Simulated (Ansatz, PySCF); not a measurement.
Reaction (SMILES): COC(C)OC → [CH2]C(OC)OC + H atom (the C-H bond at the site shown breaks; other sites are not compared here)
Structures are relaxed separately at B3LYP-D3(BJ)/def2-TZVP in Ansatz (a first-principles code), one conformer each, not searched for the lowest. Frequencies are from Ansatz or PySCF.

Property: bond dissociation energy (0 K, with B3LYP-D3(BJ) harmonic zero-point energies), in kJ/mol. Valence correlation only, unless marked. Open shells are spin-unrestricted. Spin-orbit coupling is left out. Non-relativistic. Basis-set limits of correlation are two-point, X^-3; Hartree-Fock from the larger set. [CCSD(T)-MP2]/basis is that difference in the basis named.

RI-MP2/CBS(cc-pVTZ,cc-pVQZ)+[CCSD(T)-MP2]/cc-pVTZ (Ansatz) gives 430.8 kJ/mol.

Question: Another calculation gave 410.3 kJ/mol. Which level was it?
(A) SVWN5/def2-TZVPD (Ansatz)
(B) revPBE/def2-TZVPD (Ansatz)
(C) PBE0/def2-TZVPD (Ansatz)
(D) wB97X-V/def2-TZVPD (Ansatz)

Answer: C, PBE0/def2-TZVPD (Ansatz). The others give 398.6 (revPBE), 425.5 (wB97X-V), 462.0 (SVWN5) kJ/mol.
